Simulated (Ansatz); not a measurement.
H8N2OSi2 (`N[SiH2]O[SiH2]N`), relaxed with RKS PBE0-D4/def2-TZVP in Ansatz 0.2.0 from a PBE-D4/def2-SVP geometry. The force threshold is 0.005 eV/Å; the program also tests the step.

Total charge 0; spin multiplicity 1.

Start:

```xyz
13

N    -1.272   -2.493    0.228
Si    0.156   -1.673   -0.308
O     0.037    0.003   -0.310
Si    0.874    1.454   -0.205
N    -0.049    2.771    0.438
H    -2.101   -2.483   -0.372
H    -1.548   -2.425    1.211
H     1.271   -2.066    0.623
H     0.408   -2.129   -1.716
H     1.288    1.858   -1.592
H     2.056    1.255    0.704
H    -0.315    2.761    1.426
H    -0.805    3.167   -0.127
```

**Question.** How much energy does the relaxation release, and in how many steps? (Best estimate.)

**Answer.** The calculation gave: 11.41 kJ/mol, in 27 steps, 1 of them rejected.

**Question.** Which bonds change most? (Estimate.)

**Answer.** The calculation gave: Si2–O3 from 1.680 to 1.637 Å; O3–Si4 from 1.679 to 1.637 Å; Si4–N5 from 1.732 to 1.706 Å; N1–Si2 from 1.732 to 1.706 Å.

**Question.** Give the relaxed structure. (An estimate is asked.)

**Answer.** Computed: 
```xyz
13

N    -1.275   -2.047    0.314
Si    0.230   -1.649   -0.385
O     0.449   -0.075   -0.775
Si    0.934    1.406   -0.274
N    -0.254    2.369    0.483
H    -2.120   -2.070   -0.232
H    -1.467   -1.873    1.286
H     1.270   -2.030    0.605
H     0.342   -2.407   -1.652
H     1.378    2.126   -1.489
H     2.026    1.225    0.717
H    -0.512    2.228    1.445
H    -0.999    2.796   -0.042
```
